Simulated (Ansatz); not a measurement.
`CC(C)[Si]F` + `S[S][GeH3]` → `CS[S][GeH3]` + `CC[Si]F`  (substitution at a C–C bond)

Calculated with Ansatz (gas phase, PBE0-D4/def2-TZVP geometries, no zero-point term in ΔE). CBS: MP2 limit from def2 TZ/QZ plus the TZ coupled-cluster correction, frozen cores. DFT in def2-TZVPP. B3LYP here is the variant with VWN-RPA as its local correlation; programs differ in this. For Ge outer-core shells are correlated without core-valence functions, which leaves a few kJ/mol of doubt a bond. Scalar relativity is left out up to krypton. One conformer a species, not always the lowest.

| level | ΔE (kJ/mol) | difference from CCSD(T)/CBS |
| --- | --- | --- |
| PBE-D4 | -12.9 | -3.9 |
| PBE0-D4 | -11.0 | -2.0 |
| B3LYP-D4 | -11.5 | -2.5 |
| r2SCAN0-D4 | -10.7 | -1.7 |
| BHLYP-D4 | -9.8 | -0.8 |
| PBE-QIDH | -9.4 | -0.4 |
| BLYP | -14.9 | -5.9 |
| PBE0 | -11.6 | -2.6 |
| BHLYP | -10.3 | -1.3 |
| RPA@PBE/def2-TZVPP | -3.6 | 5.4 |
| MP2/def2-SVP | 0.6 | 9.6 |
| HF/def2-TZVPP | -9.5 | -0.5 |
| SCS-MP2/def2-TZVPP | -7.8 | 1.2 |
| HF/def2-QZVPP | -9.7 | -0.7 |
| MP2/def2-QZVPP | -9.9 | -0.9 |
| HF/CBS(def2) | -9.7 | -0.7 |
| CCSD(T)/CBS | -9.0 | 0 |

Largest T1 diagnostic among the species: 0.013.

Leaving LDA and LC-ωPBE aside and taking each functional with its dispersion term where it has one, the values, not all of them listed here, spread over 4.3 kJ/mol, from BLYP-D4 to ωB97M-V. LDA lies +6.0 kJ/mol from PBE without D4. From BLYP to BHLYP (50 % exact exchange), in def2-TZVPP and without D4, ΔE moves by +4.7 kJ/mol. At CCSD(T), def2-SVP lies +11.8 kJ/mol from the extrapolated value and def2-TZVPP +2.9 kJ/mol.
